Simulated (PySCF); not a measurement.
## Telling isomers of C₅H₆F₂ apart by NMR

PySCF 2.14.0 with density-fitted response routines calculation with GIAO PBE0/pcSseg-1 shieldings, J couplings at B3LYP/pcJ-1 (spin–dipole term left out of most H,H and C,H couplings) and geometry from GFN2-xTB; single conformer, rapidly exchanging positions averaged, non-relativistic, no solvent model.

Scale: 1H, 13C vs TMS (reference shieldings calculated alike). Multiplet labels drop J under 1 Hz and among equivalent protons, and merge close values. Unscaled 3J(H,H) run several per cent high. Splittings of carbon signals by F and P are missing where no couplings were computed. Where no couplings were computed, multiplicities follow the n + 1 count of equivalent neighbours, and m marks all less simple cases (inequivalent or close neighbours, rings, F or P nearby). Vicinal couplings that depend on rotamer populations or ring flexing (ring, CH–CH, X–H and H–F types) are those of the one conformer. One-bond C–F couplings are unscaled and too large by tens of Hz. Shifts are as computed. Against solution values, carbons near 30 ppm lie about +3 ppm off and those near 130 ppm about +5 ppm. Of 1309 compounds with measured shifts, 239 miss one by over three times the rms of a fit or turn the order of signals round; such compounds aren't used in these exercises. Across acyclic CH2–CH2 and CH–CH2 bonds, 3J(H,H) assumes equally populated rotamers.

(1) Tabulate the signals of `FCCC1=C(F)C1`, `CC1=CC(F)(F)C1`, `FCC1=C(F)CC1` and their relative energies.

(2) What is the quickest way to tell CC1=CC(F)(F)C1 from FCC1=C(F)CC1?

(3) What is the quickest way to tell FCCC1=C(F)C1 from CC1=CC(F)(F)C1?

(4) What is the quickest way to tell FCCC1=C(F)C1 from FCC1=C(F)CC1?

Results:

(1) 
```tsv
SMILES	carbon types	δC	δH	E rel. (kcal/mol)
FCCC1=C(F)C1	2×C 3×CH2	153.6, 84.1, 79.7, 28.8, 22.8	4.84 (dt, 2H), 2.89 (m, 2H), 1.81 (m, 2H)	43.1
CC1=CC(F)(F)C1	2×C 1×CH 1×CH2 1×CH3	163.3, 137.5, 122.0, 51.3, 19.1	6.14 (qt, 1H), 2.93 (m, 2H), 2.08 (tq, 3H)	0.0
FCC1=C(F)CC1	2×C 3×CH2	159.8, 122.0, 77.5, 34.4, 20.4	5.19 (m, 2H), 2.81 (m, 2H), 2.21 (m, 2H)	12.1
```

Energies are electronic energies at PBE0/pcSseg-1 on these geometries, without zero-point or thermal terms, each for the one conformer computed, which needn't be the lowest.

(2) Both give the same number of carbon signals, but DEPT or the intensities differ. The first has an alkene CH at 137.5 ppm, the second an allylic sp3 CH2 at 20.4 ppm. Their most deshielded carbons lie at 163.3 and 159.8 ppm. In the proton spectra the most deshielded non-exchanging signals are 6.14 (qt, J = 2.0, 1.0 Hz, 1H) and 5.19 (m, 2H).

(3) Both give the same number of carbon signals, but DEPT or the intensities differ. The first has a fully substituted alkene carbon (C) at 79.7 ppm, the second an alkene CH at 137.5 ppm. Their most deshielded carbons lie at 153.6 and 163.3 ppm. In the proton spectra the most deshielded non-exchanging signals are 4.84 (dt, J = 52.4, 7.9 Hz, 2H) and 6.14 (qt, J = 2.0, 1.0 Hz, 1H).

(4) Both give the same number of carbon signals, with the same numbers of each carbon type, so the positions decide. The first has a fully substituted alkene carbon (C) at 79.7 ppm, the second a fully substituted alkene carbon (C) at 122.0 ppm. Their most deshielded carbons lie at 153.6 and 159.8 ppm.
